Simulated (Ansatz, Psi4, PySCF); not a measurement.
N₂O (SMILES N#[N+][O-]), singlet, at a GFN2-xTB geometry. Base run: PySCF with PBE/def2-SVP.

Geometry (Å):
```xyz
3

N      0.0000     0.0000    -1.1722
N      0.0000     0.0000    -0.0665
O      0.0000     0.0000     1.0839
```
All else is at PySCF's defaults.

The same geometry, method and basis name were run in Ansatz (a program for electronic structure) and Psi4 and PySCF, at each program's defaults and at the settings that a row names. The base is PySCF at its defaults. Differences at the defaults can come from grids, fitting, cores and function types together.

```csv
code and settings,ΔE vs base (mEh),basis functions,E (Eh),SCF cycles,dipole (D)
"PySCF, defaults (exact integrals, its default grid, spherical functions)",0.000,42,-184.34590,10,0.30
"Psi4, defaults (density fitting with its default set, its default grid, spherical functions)",-0.031,42,-184.34593,9,0.30
"Ansatz, defaults (factorised integrals, its default grid, spherical functions)",0.000,42,-184.34590,-,-
"PySCF, density fitting with def2-universal-jkfit",-0.031,42,-184.34593,10,0.30
"PySCF, fine grid",0.001,42,-184.34590,10,0.30
"Psi4, exact integrals, spherical functions, fine grid",0.001,42,-184.34590,11,0.30
"Ansatz, high accuracy",0.001,42,-184.34590,-,-
```
